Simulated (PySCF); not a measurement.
Simulated absorption spectrum

Compound: C7H13Cl.
SMILES: `C/C=C(\C)[C@H](C)CCl`

Theory: TDDFT CAM-B3LYP/def2-SVPD, vertical, gas phase, core orbitals frozen in the response in PySCF. One conformer (not necessarily the lowest) at the PBE0-D3(BJ)/def2-SVP geometry, without solvent, vibrations or thermal averaging. Torsions of this conformer, `[CH3:1]/[CH:2]=[C:3](\[CH3:4])[C@H:5]([CH3:6])[CH2:7][Cl:8]`: C2–C3–C5–C6 -120°, C3–C5–C7–Cl8 -171°.

Broadening: Gaussians 0.3 eV wide at half height, area fixed by f = 4.319×10⁻⁹ ∫ε dν̃. The width is an assumption, not a result. The curve ends short of the highest state used, and states not computed would add to its high-energy end.

```json
{"λ (nm)": "163.6", "ε (L mol⁻¹ cm⁻¹)": "1992"}
{"λ (nm)": "165.0", "ε (L mol⁻¹ cm⁻¹)": "2654"}
{"λ (nm)": "166.4", "ε (L mol⁻¹ cm⁻¹)": "3727"}
{"λ (nm)": "167.7", "ε (L mol⁻¹ cm⁻¹)": "4521"}
{"λ (nm)": "169.1", "ε (L mol⁻¹ cm⁻¹)": "4701"}
{"λ (nm)": "170.5", "ε (L mol⁻¹ cm⁻¹)": "4385"}
{"λ (nm)": "171.9", "ε (L mol⁻¹ cm⁻¹)": "4627"}
{"λ (nm)": "173.2", "ε (L mol⁻¹ cm⁻¹)": "6744"}
{"λ (nm)": "174.6", "ε (L mol⁻¹ cm⁻¹)": "12343"}
{"λ (nm)": "176.0", "ε (L mol⁻¹ cm⁻¹)": "21314"}
{"λ (nm)": "177.3", "ε (L mol⁻¹ cm⁻¹)": "30614"}
{"λ (nm)": "178.7", "ε (L mol⁻¹ cm⁻¹)": "37910"}
{"λ (nm)": "180.1", "ε (L mol⁻¹ cm⁻¹)": "39181"}
{"λ (nm)": "181.5", "ε (L mol⁻¹ cm⁻¹)": "34076"}
{"λ (nm)": "182.8", "ε (L mol⁻¹ cm⁻¹)": "25926"}
{"λ (nm)": "184.2", "ε (L mol⁻¹ cm⁻¹)": "16880"}
{"λ (nm)": "185.6", "ε (L mol⁻¹ cm⁻¹)": "9968"}
{"λ (nm)": "186.9", "ε (L mol⁻¹ cm⁻¹)": "6022"}
{"λ (nm)": "188.3", "ε (L mol⁻¹ cm⁻¹)": "3820"}
{"λ (nm)": "189.7", "ε (L mol⁻¹ cm⁻¹)": "2765"}
{"λ (nm)": "191.1", "ε (L mol⁻¹ cm⁻¹)": "2125"}
{"λ (nm)": "192.4", "ε (L mol⁻¹ cm⁻¹)": "1612"}
{"λ (nm)": "193.8", "ε (L mol⁻¹ cm⁻¹)": "1099"}
{"λ (nm)": "195.2", "ε (L mol⁻¹ cm⁻¹)": "671"}
{"λ (nm)": "196.5", "ε (L mol⁻¹ cm⁻¹)": "384"}
{"λ (nm)": "197.9", "ε (L mol⁻¹ cm⁻¹)": "188"}
{"λ (nm)": "199.3", "ε (L mol⁻¹ cm⁻¹)": "83"}
{"λ (nm)": "200.7", "ε (L mol⁻¹ cm⁻¹)": "33"}
{"λ (nm)": "202.0", "ε (L mol⁻¹ cm⁻¹)": "13"}
{"λ (nm)": "203.4", "ε (L mol⁻¹ cm⁻¹)": "4"}
```

Task: Locate the maxima and give the states behind the curve.

Result: 180 nm (6.90 eV), ε about 40000, made up of S2 (100%); 169 nm (7.35 eV), ε about 4700, made up of S3 (10%) and S5 (85%) (ε in L mol⁻¹ cm⁻¹; maxima over ε = 5, shares over 10%). The states used: S1 6.55 eV (f 0.024); S2 6.90 eV (f 0.439); S3 7.25 eV (f 0.0070); S4 7.31 eV (f 0.0015); S5 7.37 eV (f 0.045); S6 7.62 eV (f 0.0033); S7 7.79 eV (f 0.030); S8 8.07 eV (f 0.0056); S9 8.13 eV (f 0.026); S10 8.18 eV (f 0.0069).

Task: On this curve, what absorbance would a 10⁻⁵ mol/L sample give at 193 nm over a 1 cm path?

Result: 193 nm is 6.424 eV, where ε is about 1400 L mol⁻¹ cm⁻¹, so A = ε c l ≈ 0.014 (Beer–Lambert, with the gas-phase spectrum and the assumed width).

Task: Coming from long wavelengths, where does ε first pass 100 L mol⁻¹ cm⁻¹?

Result: At about 199 nm (6.23 eV), 0.31 eV below S1.

Task: What would ε be at 6.90 eV, the highest of these maxima, with half the width (0.15 eV)?

Result: About 78900 L mol⁻¹ cm⁻¹ against 39500, a factor of about 2.00; a lone state at its own centre would give exactly 2.

The vertical ionisation energy (ΔSCF) is 8.89 eV, 0.71 eV above S10.
